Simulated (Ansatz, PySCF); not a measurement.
This Ansatz (an electronic-structure program) input computes a PBE/def2-TZVPD energy:

Ansatz 0.2 input:
```yaml
crystal:
  periodic: [false, false, false]
  atoms:
    - {symbol: Ge, position_ang: [-0.00000000, -0.00000000, -0.76210370]}
    - {symbol: Cl, position_ang: [0.00000000, 0.00000000, 1.43454814]}
basis:
  gaussian:
    orbitals: def2-TZVPD
hamiltonian:
  xc: {name: PBE}
magnetization: {spin_polarized: true, initial_magnetization: 1}
output: {forces: true}
```

Write an input for the same energy in PySCF and say what it gives.


```python
from pyscf import gto, scf, dft

mol = gto.M(
    atom='''
    Ge   -0.00000000   -0.00000000   -0.76210370
    Cl    0.00000000    0.00000000    1.43454814
    ''',
    basis='def2-tzvpd',
    charge=0,
    spin=1,
    symmetry='C2v',
    verbose=4,
)

mf = dft.UKS(mol, xc='pbe').density_fit(auxbasis='def2-universal-jkfit')
mf.grids.level = 3
mf.conv_tol = 1e-9
mf.max_cycle = 100
mf.max_memory = 1500
mf.kernel()
if not mf.converged:
    mf = mf.newton()
    mf.kernel(mf.make_rdm1())
mf.analyze()
```
It gives -2536.72048 Eh, and Ansatz -2536.72044 Eh, a difference of 0.04 mEh, from the treatment of integrals and grids.
